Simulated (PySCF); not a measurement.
C₅H₄F₂O, SMILES C=C=CO/C(F)=C\F. The structure is a stationary point at PBE-D3(BJ)/def2-SVP. The structure was generated by enumeration; whether it is a known compound was not checked. Other conformers were not sampled.

Computed equilibrium geometry at PBE-D3(BJ)/def2-SVP (PySCF confirms it by a frequency run) as Cartesian coordinates in Å (one conformer of several):
```xyz
12

C     -2.6727     0.4510    -1.0276
C     -1.7615    -0.4417    -0.7021
C     -0.8663    -1.3511    -0.3667
O      0.3519    -1.1098     0.2743
C      0.6254     0.1533     0.6608
F     -0.1799     0.6478     1.6153
C      1.6588     0.8798     0.1959
F      2.4573     0.4184    -0.7767
H     -3.4879     0.7254    -0.3330
H     -2.6571     0.9665    -2.0051
H     -0.9836    -2.4268    -0.5665
H      1.9141     1.8701     0.6000
```
Charge 0, spin multiplicity 1.
